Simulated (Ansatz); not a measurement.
Total energies of Ru₂Br₆ from Ansatz at PBE-D4/def2-SVP, gas phase (1 Eh = 27.2114 eV = 2625.5 kJ/mol). The reference geometry is relaxed at PBE-D4/def2-SVP.

```
atom    x (Å)    y (Å)    z (Å)
 Ru1  -0.4685   0.9691  -0.0921
 Ru2   0.4532  -0.9755   0.0955
 Br3  -0.8115  -2.3674   1.5316
 Br4  -0.5990   2.0295   2.0188
 Br5   0.8237   2.3413  -1.5208
 Br6  -2.6518   0.7765  -0.9836
 Br7   0.6150  -2.0199  -2.0212
 Br8   2.6390  -0.7537   0.9717
```

```json
{"state": "charge 0 singlet", "geometry": "reference", "energy (Eh)": "-15630.89023"}
{"state": "charge 1 doublet", "geometry": "reference", "energy (Eh)": "-15630.58940"}
{"state": "charge -1 doublet", "geometry": "reference", "energy (Eh)": "-15631.01448"}
{"state": "charge 0 triplet", "geometry": "relaxed at PBE-D4/def2-SVP", "energy (Eh)": "-15630.88674"}
{"state": "charge 0 quintet", "geometry": "relaxed at PBE-D4/def2-SVP", "energy (Eh)": "-15630.89014"}
{"state": "free Ru atom (quintet)", "geometry": "–", "energy (Eh)": "-94.79273"}
{"state": "free Br atom (doublet)", "geometry": "–", "energy (Eh)": "-2573.40726"}
```

In the def2 sets Ru takes a core potential; there is no spin–orbit coupling.

(1) Work out the vertical ionisation energy to the doublet.

(2) Work out the vertical electron affinity, to the doublet.

(3) Give the fundamental gap IE − EA, the Mulliken electronegativity (IE + EA)/2 and the hardness (IE − EA)/2.

(4) Which of the charge 0 states is lowest, and how far above it are the others?

(5) What is the binding energy per atom against free atoms?

(1) E(charge 1 doublet) − E(charge 0 singlet) = -15630.58940 − (-15630.89023) = 0.30083 Eh = 8.19 eV. For comparison, −ε of the highest occupied level is 6.06 eV at this level, 2.13 eV less.

(2) E(charge 0 singlet) − E(charge -1 doublet) = -15630.89023 − (-15631.01448) = 0.12425 Eh = 3.38 eV. The basis lacks diffuse functions, which makes affinities too small.

(3) From the values in Eh: IE − EA = 0.30083 − 0.12425 = 0.17658 Eh = 4.80 eV; (IE + EA)/2 = 5.78 eV; (IE − EA)/2 = 2.40 eV. The HOMO–LUMO gap of the same run is 0.58 eV, 4.22 eV smaller than the fundamental gap.

(4) The singlet, but by less than the method's error, so the order isn't settled. triplet: -15630.88674 − (-15630.89023) = 0.00349 Eh = 9.2 kJ/mol; quintet: -15630.89014 − (-15630.89023) = 0.00009 Eh = 0.2 kJ/mol.

(5) Atoms: 2 × (-94.79273) + 6 × (-2573.40726) = -15630.02902 Eh. Binding: -15630.02902 − (-15630.89023) = 0.86121 Eh = 23.43 eV, or 2.93 eV for each of 8 atoms (no zero-point energy, no counterpoise term).

The restricted singlet is unstable towards broken spin symmetry in Hartree–Fock (as tested in another run); at PBE-D4/def2-SVP this wasn't settled. At PBE-D4/def2-SVP the charge 1 doublet is spin-contaminated (final ⟨S²⟩ up to 0.83, 0.75 for a pure state). At PBE-D4/def2-SVP the charge -1 doublet is spin-contaminated (final ⟨S²⟩ up to 0.93, 0.75 for a pure state). At PBE-D4/def2-SVP the gap within one spin of the charge 1 doublet nearly closes, so an electron or hole may be smeared out by delocalisation error.  

The structure comes from a short search, and lower isomers may exist.
